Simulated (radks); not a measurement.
Charge is removed step by step from the 5p down level of the caesium ion Cs3+, starting from [Kr] 4d10 5s2 5p(up 3, down 1). Method: scalar-relativistic Kohn-Sham, PBE, spin-polarised, spherical densities, finite nucleus; Fermi nuclear charge, rms radius 4.8041 fm; computed with a radial shooting solver on a logarithmic mesh with Libxc functionals.

removed (e)  E - E(0) (eV)  eigenvalue (eV)  E minus straight line (eV)
0                    0.000          -38.521                       0.000
0.1                  3.903          -39.559                      -0.472
0.2                  7.910          -40.600                      -0.839
0.3                 12.020          -41.644                      -1.102
0.4                 16.236          -42.692                      -1.261
0.5                 20.556          -43.742                      -1.315
0.6                 24.982          -44.796                      -1.264
0.7                 29.513          -45.854                      -1.107
0.8                 34.150          -46.915                      -0.845
0.9                 38.893          -47.980                      -0.476
1                   43.743          -49.049                       0.000

Removing the whole electron costs 43.743 eV by Delta-SCF, against 38.521 eV from minus the eigenvalue at the starting occupation. Slater's transition state (half an electron removed) gives 43.742 eV. Integrating minus the eigenvalue over the occupation (Janak's theorem) gives 43.756 eV. In this scalar-relativistic scheme the density is built from large components alone, so the theorem holds only approximately. The mean slope of the eigenvalue, de/dn, is 10.5 eV per electron. Ionisation energy of Cs3+ in the NIST Atomic Spectra Database: 43 eV (theoretical).
